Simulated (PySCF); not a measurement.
In(OH)(SeH)2 (H₃InOSe₂), SMILES [OH][In]([SeH])[SeH]. Atoms are numbered in the order given.

```xyz
7

In     0.5089     0.0050     0.0000
O      2.5136     0.1092     0.0000
H      2.9364    -0.7611     0.0000
Se    -0.7203    -2.2203     0.0000
H      0.5530    -2.9699     0.0000
Se    -0.6491     2.2502     0.0000
H     -1.9758     1.6003     0.0000
```

Geometry: B3LYP-D3(BJ)/def2-SVP. The structure was generated by enumeration; whether it is a known compound was not checked. The def2 effective core potentials stand for the cores of In; spin–orbit coupling is left out. Other conformers were not sampled.

Computed with PBE/def2-TZVP (PySCF).

ESP charges are fitted to the potential on shells at 1.4 to 2.0 van der Waals radii. Atomic charges (e):

| atom | Löwdin | Mulliken | ESP fit |
|---|---|---|---|
| In1 | -0.14 | (withheld) | 0.42 |
| O2 | -0.29 | (withheld) | -0.53 |
| H3 | 0.16 | (withheld) | 0.31 |
| Se4 | 0.06 | -0.33 | -0.28 |
| H5 | 0.07 | 0.13 | 0.14 |
| Se6 | 0.08 | -0.34 | -0.20 |
| H7 | 0.07 | 0.13 | 0.13 |

What belongs in the gaps? (The exact figures need the calculation; the answer reports its results.)


- In1, Mulliken: 0.70
- O2, Mulliken: -0.59
- H3, Mulliken: 0.30
